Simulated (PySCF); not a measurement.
C7H8S.
SMILES with atom numbers: `[CH3:1][S:2][c:3]1[cH:4][cH:5][cH:6][cH:7][cH:8]1` (hydrogens: H9, H10, H11 on C1; H12 on C4; H13 on C5; H14 on C6; H15 on C7; H16 on C8)

Structure used (GFN2-xTB), in Å, numbered top down from 1:
```
atom  x, y, z in Å
C1     2.937    0.114    0.301
S2     1.859   -1.162   -0.411
C3     0.228   -0.503   -0.225
C4    -0.811   -1.293   -0.710
C5    -2.117   -0.858   -0.610
C6    -2.402    0.366   -0.025
C7    -1.368    1.149    0.456
C8    -0.054    0.723    0.361
H9     2.708    0.252    1.354
H10    2.829    1.042   -0.253
H11    3.948   -0.265    0.192
H12   -0.578   -2.245   -1.163
H13   -2.917   -1.477   -0.990
H14   -3.423    0.708    0.054
H15   -1.579    2.105    0.912
H16    0.732    1.352    0.746
```

Computed with PySCF 2.14.0, density-fitted response routines, TDDFT B3LYP/def2-SVPD, vertical, gas phase, core orbitals frozen in the response.

Transition dipole moments from the ground state, in atomic units and in the frame of the coordinates above (overall signs are arbitrary), for the states with f of 0.002 or more among the lowest 8:

```tsv
state	E (hartree)	μx	μy	μz
S1	0.1687	-0.190	-0.265	-0.147
S2	0.1850	1.335	-0.403	-0.081
S4	0.2033	-0.014	-0.089	0.179
S5	0.2158	-0.019	-0.125	0.256
S6	0.2241	0.104	-0.544	-0.261
S8	0.2391	1.013	-0.368	-0.093
```

Question: What oscillator strength does each state have?

Answer: f = (2/3) ΔE |μ|² with ΔE in hartree (27.2114 eV).

| state | \|μ\|² (au) | \|μ\| (D) | f |
| --- | --- | --- | --- |
| S1 | 0.128 | 0.91 | 0.014 |
| S2 | 1.952 | 3.55 | 0.241 |
| S4 | 0.040 | 0.51 | 0.005 |
| S5 | 0.082 | 0.73 | 0.012 |
| S6 | 0.376 | 1.56 | 0.056 |
| S8 | 1.171 | 2.75 | 0.187 |

Question: What is the point group, and which symmetry does each of these states have?

Answer: Cs. Polarised normal to the mirror plane, so A″: S4 and S5. Polarised in the mirror plane, so A′: S1, S2, S6 and S8.

Question: What angle do the transition dipoles of S2 and S6 make?

Answer: |cos θ| = |μa·μb| / (|μa| |μb|) = 0.44, so θ ≈ 64° (taken between 0 and 90°, since the signs are arbitrary).

Question: How is the summed strength of these states shared among x, y and z?

Answer: (2/3) Σ ΔE μα² gives 0.389 for x, 0.097 for y and 0.029 for z, 0.515 in all.

Question: What peak molar absorption coefficient would the strongest computed level give as a lone Gaussian band 0.3 eV wide at half height?

Answer: ε(max) = 2.175×10⁸ f / FWHM, with the width in cm⁻¹. S2: 2.175×10⁸ × 0.2407 / 2420 ≈ 22000 L mol⁻¹ cm⁻¹.

The run took 35 s of wall time on an Arm Neoverse V2 with one thread, on a shared host.

One conformer stands for the species.
